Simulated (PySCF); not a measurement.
## `C[C@@H]1C[C@@H]([SiH3])[C@@H]1C=O`, C6H12OSi

Geometry (Å), atoms numbered from 1 in this order:
```xyz
20

C     2.3228    0.4882   -0.1539
C     0.9860    0.0108    0.3852
C     0.3364   -1.2166   -0.2686
C    -1.0137   -0.4793   -0.2636
Si   -2.2373   -1.0302    1.0819
C    -0.2792    0.8466    0.0636
C    -0.1818    1.7155   -1.1419
O    -0.4797    2.8782   -1.1869
H     2.5656    1.4675    0.2536
H     3.1076   -0.2094    0.1325
H     2.3123    0.5620   -1.2382
H     1.0626   -0.1211    1.4670
H     0.7186   -1.4064   -1.2710
H     0.3852   -2.1427    0.3022
H    -1.5073   -0.4597   -1.2381
H    -3.3532   -0.0868    1.1106
H    -2.6896   -2.3813    0.7483
H    -1.5453   -1.0420    2.3723
H    -0.6726    1.4338    0.8959
H     0.1574    1.1834   -2.0537
```

Level of theory: TDDFT BHandHLYP/def2-SVPD circular dichroism and optical rotation, one conformer, gas phase (PySCF). Geometry: GFN2-xTB.

The molecule is flexible and this is one conformer; a measurement averages over conformers.

Q: Draw the ECD and absorption spectra from the lowest 8 states, each a Gaussian of half-width 0.3 eV at 1/e height.

A: 
```
E (eV)  λ (nm)  Δε (L mol⁻¹ cm⁻¹)  ε (L mol⁻¹ cm⁻¹)
  3.93     315              +0.25              1.78
  4.08     304              +1.02              7.34
  4.23     293              +2.56              18.3
  4.38     283              +3.88              27.8
  4.53     274              +3.57              25.6
  4.68     265              +1.99              14.3
  4.83     257              +0.67              4.84
  4.98     249              +0.14             0.993
  5.13     242              +0.02             0.124
  5.28     235               0.00                 0
  5.43     228               0.00                 0
  5.58     222               0.00                 0
  5.73     216               0.00                 0
  5.88     211               0.00                 0
  6.03     206               0.00                 0
  6.18     201               0.00                 0
  6.33     196               0.00                 0
  6.48     191               0.00             0.393
  6.63     187              -0.05              6.84
  6.78     183              -0.49              72.2
  6.93     179              -3.13               462
  7.08     175             -12.13              1800
  7.23     171             -28.36              4280
  7.38     168             -39.47              6350
  7.53     165             -30.84              6260
  7.68     161              -9.04              4860
  7.83     158              +8.20              3710
  7.98     155             +14.53              2930
  8.13     152             +11.82              2460
```
Δε uses R in velocity form, ε uses f in length form. Only the states computed contribute, so the short-wavelength end is incomplete.
